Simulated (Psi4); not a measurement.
Pair of molecules, SMILES Cl with SMILES Br (the first has 2 atoms); geometry from B3LYP-D3(BJ)/def2-TZVP, rigid monomers moved along the line of their centres of mass till Cl1···H4 is 4.56 Å.
(charge 0, multiplicity 1):
```xyz
4

Cl     0.535    -0.466    -0.226
H      0.800     0.786    -0.124
Br    -0.011    -0.248     5.705
H      0.067    -0.531     4.305
```

Calculation: SAPT0/aug-cc-pVDZ (Psi4).

**Question.** Give the four SAPT terms and the total, and say what mostly holds the pair together.

**Answer.** electrostatics -0.22, exchange 0.00, induction -0.01, dispersion -0.10, total -0.33 kcal/mol; the largest attraction is electrostatics.
